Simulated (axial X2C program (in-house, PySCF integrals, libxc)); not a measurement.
**Ionising TiBr**

Calculated with an in-house relativistic program for diatomic molecules, spin-free (one-electron X2C) or two-component (2c: spin–orbit coupling with atomic mean-field Coulomb and Gaunt terms, which also bring small scalar terms), in Dyall basis sets with cores contracted in-house; open shells are unrestricted.

Basis sets: Br dyall-cv3z, Ti dyall-cv3z. Frozen shells (counts by l): TiBr Br 3s2p1d, Ti 3s2p, 11 electrons correlated; TiBr⁺ Br 3s2p1d, Ti 3s2p, 10 electrons correlated. Coupled cluster in natural virtuals with an MP2 remainder. Where the outer core of a metal is frozen, bonds come out longer and ionisation energies lower.

```json
{"Hamiltonian": "spin-free", "level": "HF", "TiBr state": "M_S = 3/2, Λ = 3", "Re (Å)": "2.523", "ωe (cm⁻¹)": "284.1", "De (eV)": "3.22"}
{"Hamiltonian": "spin-free", "level": "PBE0", "TiBr state": "M_S = 3/2, Λ = 3", "Re (Å)": "2.400", "ωe (cm⁻¹)": "310.4", "De (eV)": "4.09"}
{"Hamiltonian": "spin-free", "level": "MP2", "TiBr state": "M_S = 3/2, Λ = 3", "Re (Å)": "2.470", "ωe (cm⁻¹)": "293.6", "De (eV)": "3.78"}
{"Hamiltonian": "spin-free", "level": "CCSD", "TiBr state": "M_S = 3/2, Λ = 3", "Re (Å)": "2.462", "ωe (cm⁻¹)": "296.2", "De (eV)": "3.47"}
{"Hamiltonian": "spin-free", "level": "CCSD(T)", "TiBr state": "M_S = 3/2, Λ = 3", "Re (Å)": "2.458", "ωe (cm⁻¹)": "296.7", "De (eV)": "3.54"}
{"Hamiltonian": "2c", "level": "HF", "TiBr state": "Ω = 3/2", "Re (Å)": "2.523", "ωe (cm⁻¹)": "284.0", "De (eV)": "n/a"}
{"Hamiltonian": "2c", "level": "PBE0", "TiBr state": "Ω = 3/2", "Re (Å)": "2.401", "ωe (cm⁻¹)": "310.4", "De (eV)": "n/a"}
{"Hamiltonian": "2c", "level": "MP2", "TiBr state": "Ω = 3/2", "Re (Å)": "2.470", "ωe (cm⁻¹)": "293.7", "De (eV)": "n/a"}
{"Hamiltonian": "2c", "level": "CCSD", "TiBr state": "Ω = 3/2", "Re (Å)": "2.463", "ωe (cm⁻¹)": "295.4", "De (eV)": "n/a"}
```

Adiabatic ionisation energy (minimum to minimum, no zero-point term) and constants of TiBr⁺:

```json
{"Hamiltonian": "spin-free", "level": "HF", "TiBr⁺ state": "M_S = 1, Λ = 2", "IE (eV)": "6.71", "Re (Å)": "2.387", "ωe (cm⁻¹)": "341.6", "De (eV)": "2.07", "fragments": "Br + Ti+"}
{"Hamiltonian": "spin-free", "level": "PBE0", "TiBr⁺ state": "M_S = 1, Λ = 2", "IE (eV)": "6.85", "Re (Å)": "2.277", "ωe (cm⁻¹)": "372.2", "De (eV)": "3.70", "fragments": "Br + Ti+"}
{"Hamiltonian": "spin-free", "level": "MP2", "TiBr⁺ state": "M_S = 1, Λ = 2", "IE (eV)": "6.75", "Re (Å)": "2.340", "ωe (cm⁻¹)": "347.2", "De (eV)": "3.41", "fragments": "Br + Ti+"}
{"Hamiltonian": "spin-free", "level": "CCSD", "TiBr⁺ state": "M_S = 1, Λ = 2", "IE (eV)": "6.79", "Re (Å)": "2.332", "ωe (cm⁻¹)": "352.3", "De (eV)": "3.31", "fragments": "Br + Ti+"}
{"Hamiltonian": "spin-free", "level": "CCSD(T)", "TiBr⁺ state": "M_S = 1, Λ = 2", "IE (eV)": "6.75", "Re (Å)": "2.327", "ωe (cm⁻¹)": "352.3", "De (eV)": "3.46", "fragments": "Br + Ti+"}
{"Hamiltonian": "2c", "level": "HF", "TiBr⁺ state": "Ω = 1", "IE (eV)": "6.72", "Re (Å)": "2.388", "ωe (cm⁻¹)": "341.0", "De (eV)": "n/a", "fragments": "Br + Ti+"}
{"Hamiltonian": "2c", "level": "PBE0", "TiBr⁺ state": "Ω = 1", "IE (eV)": "6.86", "Re (Å)": "2.278", "ωe (cm⁻¹)": "371.6", "De (eV)": "n/a", "fragments": "Br + Ti+"}
{"Hamiltonian": "2c", "level": "MP2", "TiBr⁺ state": "Ω = 1", "IE (eV)": "6.76", "Re (Å)": "2.342", "ωe (cm⁻¹)": "346.7", "De (eV)": "n/a", "fragments": "Br + Ti+"}
{"Hamiltonian": "2c", "level": "CCSD", "TiBr⁺ state": "Ω = 1", "IE (eV)": "6.80", "Re (Å)": "2.333", "ωe (cm⁻¹)": "351.6", "De (eV)": "n/a", "fragments": "Br + Ti+"}
```

**Question.** Add the zero-point terms to the ionisation energy at CCSD, 2c, and say whether the electron removed was bonding.

**Answer.** IE0 = IE + (ωe⁺ − ωe)/2 = 6.80 + (0.003) = 6.80 eV. Re changes by -0.130 Å, so the bond shortens, as on loss of an antibonding or a polarising non-bonding electron.

Each entry is the lowest single determinant of a limited PBE0 search at one distance. De goes to single-determinant-based atoms at the same level (for ions the charge split of lowest energy) and is withheld (n/a) where an atom does not fit its ground term or J level. Main or longest-lived isotopes. One determinant is a doubtful description, or other states lie close, for TiBr, TiBr⁺; these need not be ground states, and all values refer to the states named. With several unpaired electrons the Ω given is that of one determinant, not necessarily of the lowest component. The functionals have no current term, which raises determinants with orbital currents.
